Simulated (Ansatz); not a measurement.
The same path of ClF2Ge2H3 + H2O (11 atoms, charge 0, multiplicity 1) was run twice with different band settings. Lost on the way: Ge1–Cl2, O9–H11. Made: Ge1–O9, Cl2–H11.

All numbers below come from Ansatz, RKS PBE/def2-SVP.

Relaxed end points:

```xyz
11
Properties=species:S:1:pos:R:3
Ge 0.022 0.111 -0.013
Cl -0.255 0.591 2.102
Ge 2.300 0.089 -0.874
H 2.493 -1.250 -1.615
H 2.451 1.284 -1.850
H 3.248 0.238 0.331
F -0.985 1.284 -0.843
F -0.903 -1.373 -0.293
O 1.342 -2.054 1.104
H 0.529 -2.468 0.747
H 1.058 -1.740 1.985
```

```xyz
11
Properties=species:S:1:pos:R:3
Ge 0.085 -0.555 -0.469
Cl 2.167 -0.665 2.718
Ge 2.350 0.257 -0.856
H 3.302 -0.940 -0.660
H 2.357 0.741 -2.327
H 2.613 1.413 0.126
F -1.124 0.675 -0.154
F -0.591 -1.425 -1.833
O -0.038 -1.698 0.930
H -0.965 -1.837 1.212
H 1.144 -1.251 2.094
```

Common settings: climbing image yes; spring 5.0 eV/Å²; optimiser quadratic models (default); start path through a guess of the saddle point; force threshold 0.05 eV/Å; iteration limit 60; end points relaxed.

| run | movable images |
| --- | --- |
| 1 | 7 |
| 2 | 1 |

Q: What does each run give, and how far can it be trusted?

A: Run 1: converged after 23 iterations, highest image 0.708 eV above the first end. A vibrational analysis at the climbing image gives one clearly imaginary mode, 215i cm⁻¹: a first-order saddle point.
Run 2: converged after 23 iterations, highest image 0.707 eV above the first end. Another band between the same ends (7 images) ends at a top of the same energy, where a vibrational analysis finds 1 clearly imaginary mode. So few images can step over the top or miss a turn of the path.
The orbitals stay closed-shell, which can raise the energy where a bond breaks towards radicals; this wasn't checked here.
